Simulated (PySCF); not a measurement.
CH3IMgS. Atoms are numbered in the order given.

```xyz
7

Mg     0.2874    -0.7890     0.0000
I     -0.0603     1.7515     0.0000
S      0.6474    -3.0615     0.0000
C     -1.0659    -3.7622     0.0000
H     -1.6295    -3.4735    -0.8983
H     -0.9574    -4.8556     0.0000
H     -1.6295    -3.4735     0.8983
```

Coordinates come from a B3LYP-D3(BJ)/def2-SVP optimisation. The structure was generated by enumeration; whether it is a known compound was not checked. The def2 effective core potentials stand for the cores of I; spin–orbit coupling is left out. Other conformers were not sampled.

All values below come from B3LYP-D3(BJ)/def2-SVP (PySCF 2.14.0).

Frequencies are harmonic and unscaled.

Computed normal modes with their intensities:
| mode | ν (cm⁻¹) | IR (km/mol) | moving atoms (share of kinetic energy) |
|---|---|---|---|
| 1 | 62 | 7.9 | C 38 %, Mg 38 %, H 16 %, I 8 % |
| 2 | 67 | 1.9 | H 89 %, Mg 10 % |
| 3 | 110 | 23.7 | Mg 71 %, S 17 %, H 10 % |
| 4 | 158 | 15.1 | Mg 41 %, C 22 %, S 17 %, I 11 % |
| 5 | 220 | 4.1 | S 57 %, I 20 %, Mg 18 % |
| 6 | 511 | 102.0 | Mg 76 %, S 21 % |
| 7 | 689 | 8.2 | C 60 %, S 31 %, H 9 % |
| 8 | 950 | 6.4 | H 85 %, C 14 % |
| 9 | 964 | 8.3 | H 84 %, C 14 % |
| 10 | 1335 | 26.8 | H 87 %, C 12 % |
| 11 | 1457 | 6.2 | H 95 % |
| 12 | 1461 | 5.6 | H 95 % |
| 13 | 3043 | 30.0 | H 98 % |
| 14 | 3141 | 5.2 | H 90 %, C 10 % |
| 15 | 3144 | 1.9 | H 90 %, C 10 % |
